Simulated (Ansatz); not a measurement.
NbSe₂⁺. Total charge 1; singlet. Geometry r2SCAN-D4/def2-TZVP, that of the neutral doublet.

```
atom    x (Å)    y (Å)    z (Å)
 Nb1   1.1077   0.3861   0.8337
 Se2  -0.2479  -1.3171  -0.3034
 Se3  -0.8597   0.9310  -0.5303
```

In the def2 sets Nb takes a core potential; there is no spin–orbit coupling. A triplet lies near this restricted singlet, and broken spin symmetry wasn't tried. At PBE-D4/def2-TZVP an occupied level lies above an empty one. At PBE0-D4/def2-TZVP a triplet of charge 1 lies 1.30 eV below the restricted singlet at the same geometry. The structure comes from a short search, and lower isomers may exist.

(1) Estimate the orbital energies around the gap (eV) in Ansatz with PBE-D4/def2-TZVP, r2SCAN-D4/def2-TZVP, PBE0-D4/def2-TZVP.

Answers

(1) 
```tsv
orbital	PBE-D4/def2-TZVP	r2SCAN-D4/def2-TZVP	PBE0-D4/def2-TZVP
HOMO−5	-14.23	-14.54	-15.22
HOMO−4	-13.50	-13.80	-14.52
HOMO−3	-13.11	-13.32	-14.07
HOMO−2	-12.33	-12.60	-13.31
HOMO−1	-10.99	-11.15	-11.76
HOMO	-9.48	-9.65	-10.68
LUMO	-9.71	-9.52	-8.58
LUMO+1	-9.19	-9.19	-8.45
LUMO+2	-9.06	-8.68	-7.94
LUMO+3	-8.67	-8.60	-7.85
LUMO+4	-7.82	-7.46	-7.14
LUMO+5	-6.93	-6.70	-5.92
```
